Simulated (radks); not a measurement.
The numbers below are computed, except where a source is named.
All-electron atom: the lithium ion Li2+ in 1s1.

Code: a radial shooting solver on a logarithmic mesh with Libxc functionals. Model: Dirac Kohn-Sham, HCTH/407, spin-unpolarised, spherical densities, finite nucleus; Fermi nuclear charge, rms radius 2.444 fm.

Energy parts (eV):
part                    energy
total                 -118.750
kinetic                117.896
electron-nucleus      -240.289
Hartree                 24.897
exchange-correlation   -21.254

Orbitals (lengths in bohr, moments of r in powers of bohr):
[
 {"orbital": "1s1/2", "occ.": "1", "eigenvalue (eV)": "-99.2432", "<1/r>": "2.943", "<r^4>": "0.3255", "<r^2>": "0.3556"}
]

The highest occupied level is 1s1/2 at -99.243 eV. The density falls to 0.001 e/bohr^3 at r = 1.55 bohr. The electron density at the nucleus is 8.353 e/bohr^3. Summed over all electrons, <r^2> = 0.3556 bohr^2, which gives a Langevin (diamagnetic) susceptibility term of -0.282 x 10^-6 cm^3/mol.
